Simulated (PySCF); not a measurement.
**A series of derivatives of CCC(=CF)SC**

Parent skeleton `[CH3:1][CH2:2][C:3](=[CH:4][F:5])[S:6][CH3:7]`; one hydrogen on atom 2 is replaced by X. Hydrogens on one atom are averaged.

- σ from GIAO-PBE0/pcSseg-1
- GFN2-xTB geometry
- program: PySCF 2.14
- fast rotation and ring inversion assumed for equivalent nuclei, a single conformation, non-relativistic Hamiltonian, in vacuum

Referencing at the same level of theory: 13C (186.93 ppm), 1H (31.72 ppm) vs TMS; CFCl3 for 19F (170.95 ppm); CS2 for 33S (503.73 ppm).

Parent (X = H): C1 19.9, C2 29.2, C3 131.1, C4 151.4, F5 -153.8, S6 5.6, C7 20.6, H(C1) 1.20, H(C2) 1.83 ppm. Effects are Δδ = δ(X) − δ(H), positive for deshielding.

Four derivatives gave (Δδ, ppm):
```tsv
compound	C1	C2	C3	C4	F5	S6	C7	H(C1)	H(C2)
1	+0.4	-0.1	-0.1	-1.5	+26.4	-21.1	-1.5	+0.39	+0.70
2	+3.1	+46.7	-2.0	+6.7	+42.1	-44.7	+0.3	+0.33	+2.85
3	+6.7	+42.2	+4.0	+0.9	+7.4	-39.9	+0.0	+0.08	+2.15
4	-3.6	+15.3	+4.6	-4.0	+21.9	-26.9	-1.6	+0.23	+0.59
```

Q: Their substituents are CN, OCH3, OH, vinyl. Which is which?

A: 1: X = CN (CS/C(=C/F)[C@@H](C)C#N); 2: X = OCH3 (CO[C@H](C)/C(=C\F)SC); 3: X = OH (CS/C(=C\F)[C@@H](C)O); 4: X = vinyl (C=C[C@H](C)/C(=C\F)SC).

Unscaled 19F shifts against computed CFCl3 carry errors that often reach 10 to 50 ppm.
